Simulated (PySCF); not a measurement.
# Dipole response of Cl(3+) (chlorine, charge +3)

[Ne] 3s2 3p2, high-spin 3P determinant. All numbers are calculated (PySCF 2.14, scalar relativity by spin-free X2C-1e, in x2c-TZVPPall with one added diffuse shell each of s, p, d type (6s6p4d1f, 51 functions)). Coupled (time-dependent) response in atomic units; α is the mean over directions.

```tsv
method	mean α (bohr³)	α xx, yy, zz	C₆ (like pair)	S(−4)
UHF	4.460	4.766, 4.307, 4.307	12.17	8.147
PBE	4.322	4.588, 4.189, 4.189	11.71	7.106
PBE0	4.343	4.625, 4.202, 4.202	11.78	7.246
PBEsol	4.328	4.585, 4.200, 4.200	11.72	7.160
r2SCAN0	4.391	4.676, 4.248, 4.248	12.15	7.346
```

S(−4) is the Cauchy moment in α(ω) = α(0) + S(−4) ω² + …

α(iu) at PBEsol:

```csv
u (hartree),α(iu) (bohr³)
0,4.328
0.0500,4.310
0.100,4.258
0.200,4.064
0.300,3.783
0.500,3.120
0.750,2.353
1.00,1.769
1.50,1.062
2.00,0.7003
3.00,0.3767
5.00,0.1738
```

A single London oscillator, α(iu) = α/(1 + u²/ω²), gives C₆ = (3/4) ω α². Matching the computed C₆ needs ω = 4 × 11.72 / (3 × 4.328²) = 0.834 hartree.

For an ion, C₆ is the dispersion term alone; charge-induced terms of lower order in 1/R come first.

The components differ because the open shell of this determinant is not spherical; for a pure term their mean is the scalar polarisability.
